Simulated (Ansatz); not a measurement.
`[SiH3]O[SiH2][SiH3]` + silanol → `[SiH3]O[SiH2]O[SiH3]` + SiH₄ at 400 K and 1 bar (cleavage of the Si–Si bond).

Gas-phase electronic energies from Ansatz, PBE0-D4/def2-TZVP geometries. CBS: MP2 limit from def2 TZ/QZ plus the TZ coupled-cluster correction, frozen cores. This one scheme is used for every species. Each species was taken in one conformer, which may not be the lowest.

```
               species  CCSD(T)/CBS energy (Eh)  H − E (kJ/mol)  S (J/(mol·K))
 `[SiH3]O[SiH2][SiH3]`               -947.28799           227.4          435.6
             `O[SiH3]`               -366.69042           120.0          276.4
`[SiH3]O[SiH2]O[SiH3]`              -1022.56830           246.7          467.6
                  SiH₄               -291.46306            96.9          218.6
```

H − E and S are ideal-gas, rigid-rotor, harmonic terms from PBE0-D4/def2-TZVP, for one conformer and one mirror image of each species. 1 Eh = 2625.50 kJ/mol, R = 8.31446 J/(mol·K).

Q: By hand: ΔE, ΔH, ΔS and ΔG.

A: ΔE = (-1022.56830) + (-291.46306) − (-947.28799) − (-366.69042) = -0.05295 Eh = -139.0 kJ/mol. Δ(H − E) = 246.7 + 96.9 − 227.4 − 120.0 = -3.8, so ΔH = -142.8 kJ/mol. ΔS = 467.6 + 218.6 − 435.6 − 276.4 = -25.8 J/(mol·K). ΔG = -142.8 − 400 × (-25.8)/1000 = -132.5 kJ/mol.

Q: By hand: the equilibrium constant, and the temperature at which ΔG would vanish if ΔH and ΔS stayed fixed.

A: log₁₀ K = −ΔG/(RT ln 10) = 17.3. ΔG = 0 at ΔH/ΔS = 5535 K, far beyond where these terms or the molecules hold.

ΔH outweighs TΔS. A doubt of 5 kJ/mol in ΔE shifts log₁₀ K by 0.7 here. Other conformers and mirror images would add mixing entropy, several J/(mol·K) or more a flexible species. Modes under 60 cm⁻¹, often nearly free rotors, make the harmonic entropy too high. These are equilibria of isolated gas molecules and say nothing of rates. Largest T1 diagnostic: 0.012 (customary marks: 0.02 for closed shells, 0.045 for open ones).
